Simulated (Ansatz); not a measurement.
The cluster Ca₇Si₂⁻. The state is a doublet with charge -1. Geometry PBE0-D4/def2-SVPD; atoms count from 1.

```xyz
9

Ca   -0.248   -2.557   -0.738
Ca   -1.499   -1.346    2.423
Ca   -1.018    2.317    2.123
Ca    1.188    2.493   -0.893
Ca    2.196   -1.294    1.725
Ca    0.064    0.038   -3.332
Ca   -2.532    0.527   -0.800
Si    0.064    0.240    0.508
Si    1.784   -0.419   -1.014
```

The relaxed charge -1 doublet is spin-contaminated (final ⟨S²⟩ up to 1.28, 0.75 for a pure state). The geometry of the doublet was relaxed on an unsound state (⟨S²⟩ 1.26, where a pure state has 0.75). The structure comes from a short search, and lower isomers may exist.

Estimate the Mulliken populations from the PBE0/def2-TZVPD orbitals of Ansatz.


```json
{"atom": "Ca1", "charge (e)": "0.28", "spin (α − β)": "0.05"}
{"atom": "Ca2", "charge (e)": "0.22", "spin (α − β)": "0.21"}
{"atom": "Ca3", "charge (e)": "0.14", "spin (α − β)": "0.17"}
{"atom": "Ca4", "charge (e)": "0.25", "spin (α − β)": "0.11"}
{"atom": "Ca5", "charge (e)": "0.24", "spin (α − β)": "0.43"}
{"atom": "Ca6", "charge (e)": "0.05", "spin (α − β)": "-0.12"}
{"atom": "Ca7", "charge (e)": "0.35", "spin (α − β)": "-0.01"}
{"atom": "Si8", "charge (e)": "-1.68", "spin (α − β)": "0.11"}
{"atom": "Si9", "charge (e)": "-0.86", "spin (α − β)": "0.06"}
```
Mulliken values and Mayer orders depend strongly on the basis. With diffuse functions, as here, like atoms can get unlike values, and bond orders can come out too low or too high.

Where does the spin sit?

Summed by element: Ca 0.82, Si 0.18, of 1 unpaired in all. Largest on single atoms: Ca5 0.43, Ca2 0.21, Ca3 0.17.

And the Mayer bond orders between bonded heavy atoms (over 0.3)?

Ca1–Ca2 0.47 (3.61 Å); Ca1–Ca5 0.35 (3.69 Å); Ca1–Ca6 0.43 (3.68 Å); Ca1–Ca7 0.35 (3.84 Å); Ca1–Si8 0.30 (3.08 Å); Ca1–Si9 0.40 (2.96 Å); Ca2–Ca3 0.40 (3.71 Å); Ca2–Ca5 0.45 (3.76 Å); Ca2–Ca7 0.36 (3.87 Å); Ca2–Si8 0.52 (2.94 Å); Ca3–Ca4 0.43 (3.74 Å); Ca3–Ca7 0.36 (3.75 Å); Ca3–Si8 0.82 (2.84 Å); Ca4–Ca6 0.47 (3.64 Å); Ca4–Si8 0.60 (2.88 Å); Ca4–Si9 0.48 (2.97 Å); Ca5–Si8 0.65 (2.90 Å); Ca5–Si9 0.58 (2.90 Å); Ca6–Ca7 0.61 (3.66 Å); Ca6–Si9 0.50 (2.92 Å); Si8–Si9 0.72 (2.39 Å).
